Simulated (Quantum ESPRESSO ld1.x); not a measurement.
Results of a calculation; reference values are marked as such.
Q: Species: Zr+. Configuration: [Kr] 4d1 5s2 (not the ground configuration). Code: ld1.x of Quantum ESPRESSO 7.5. Model: Dirac Kohn-Sham, LDA (Slater exchange, VWN5 correlation), spin-unpolarised, spherical densities, point nucleus; open shells fill j = l - 1/2 first.

Spin-orbit splittings of the eigenvalues, e(l+1/2) - e(l-1/2), with zeta = 2 splitting/(2l+1) and mean radii in bohr:

| shell | occ. | splitting (eV) | zeta (eV) | <r> j=l-1/2 | <r> j=l+1/2 |
|---|---|---|---|---|---|
| 2p | 6 | 85.70 | 57.13 | 0.1388 | 0.1431 |
| 3p | 6 | ? | ? | 0.4555 | 0.4661 |
| 3d | 10 | 2.500 | 0.9999 | 0.4507 | 0.4542 |
| 4p | 6 | 1.844 | 1.229 | 1.334 | 1.364 |
| 4d | 1 | 0.1601 | 0.06404 | 2.009 | 2.026 |

Estimate the 3p splitting.

A: 13.67 eV (zeta = 9.112 eV).
